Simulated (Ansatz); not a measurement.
The first iterations of a band of BClH2O + ClH (7 atoms, charge 0, multiplicity 1).

Level of theory: RKS PBE0-D4/def2-SVP in Ansatz.

| Item | Value |
| --- | --- |
| movable images | 5 |
| climbing image | yes |
| spring | 5.0 eV/Å² |
| optimiser | quadratic models (default) |
| start path | through a guess of the saddle point |
| force threshold | 0.03 eV/Å |
| iteration limit | 60 |
| end points | relaxed |

Image 0:

```xyz
7
Properties=species:S:1:pos:R:3
B -0.079 -0.513 0.001
H -0.254 -1.042 1.068
Cl 1.572 -0.063 -0.463
O -1.049 -0.264 -0.883
H -1.922 -0.520 -0.565
Cl 0.073 2.497 1.651
H 0.976 1.910 0.939
```

Image 6:

```xyz
7
Properties=species:S:1:pos:R:3
B -0.183 0.729 -0.534
H 0.622 -0.586 2.442
Cl 1.235 -0.113 -1.163
O -1.405 0.188 -0.604
H -1.413 -0.684 -1.015
Cl -0.003 2.311 0.196
H 0.465 0.159 2.427
```

| iteration | highest image above the first end (eV) | largest band force component (eV/Å) |
| --- | --- | --- |
| 1 | 3.967 | 27.319 |
| 2 | 1.714 | 6.701 |
| 3 | 1.323 | 2.839 |
| 4 | 1.207 | 1.099 |
| 5 | 1.196 | 0.611 |
| 6 | 1.197 | 0.771 |
| 7 | 1.197 | 0.580 |
| 8 | 1.170 | 0.517 |
| 9 | 1.252 | 0.418 |
| 10 | 1.246 | 0.170 |
| 11 | 1.243 | 0.092 |
| 12 | 1.242 | 0.079 |

Problem. Does the band converge within its limit, and where does its top end?

Solution. The run converged. It ended after 37 iterations with the highest image 1.123 eV above the first end. The profile has 2 maxima (images 3, 5) with wells between them (image 4): this band takes more than one step, which may be the mechanism or a detour left from its start path. Neighbouring images differ by up to 1.5 eV, so the band resolves the path poorly. A vibrational analysis at the climbing image gives one clearly imaginary mode, 878i cm⁻¹: a first-order saddle point. The orbitals stay closed-shell, which can raise the energy where a bond breaks towards radicals; this wasn't checked here.

The run took 8.6 min on 1 thread of Intel(R) Xeon(R) Platinum 8259CL CPU @ 2.50GHz (Skylake/Cascade Lake), with other jobs on the host, peak memory 0.18 GiB.
